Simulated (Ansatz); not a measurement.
`C#CC1[SiH2]S1` and `BC1[SiH2]S1` differ in one atom or group.

Ansatz, PBE0-D4/def2-TZVP geometries, multiplicity 1. 

```
                                        property  `C#CC1[SiH2]S1`
               HOMO energy (PBE/def2-TZVPP) / eV            -6.00
           HOMO–LUMO gap (B3LYP/def2-TZVPP) / eV             6.01
               LUMO energy (PBE/def2-TZVPP) / eV            -1.54
             HOMO–LUMO gap (PBE/def2-TZVPP) / eV             4.46
  size of the dipole moment (PBE/def2-TZVPP) / D             1.54
size of the dipole moment (B3LYP/def2-TZVPP) / D             1.70
```

Q: Give the same properties after the change, and the shifts. (Estimate.)

A: Computed: 
```json
{"property": "HOMO energy (PBE/def2-TZVPP) / eV", "`BC1[SiH2]S1`": "-5.98", "shift": "0.02"}
{"property": "HOMO–LUMO gap (B3LYP/def2-TZVPP) / eV", "`BC1[SiH2]S1`": "5.61", "shift": "-0.40"}
{"property": "LUMO energy (PBE/def2-TZVPP) / eV", "`BC1[SiH2]S1`": "-2.08", "shift": "-0.54"}
{"property": "HOMO–LUMO gap (PBE/def2-TZVPP) / eV", "`BC1[SiH2]S1`": "3.91", "shift": "-0.55"}
{"property": "size of the dipole moment (PBE/def2-TZVPP) / D", "`BC1[SiH2]S1`": "1.73", "shift": "0.19"}
{"property": "size of the dipole moment (B3LYP/def2-TZVPP) / D", "`BC1[SiH2]S1`": "1.80", "shift": "0.10"}
```

Dipoles are sizes alone; their direction can turn.

B3LYP here is the variant with VWN-RPA as its local correlation; programs differ in this.
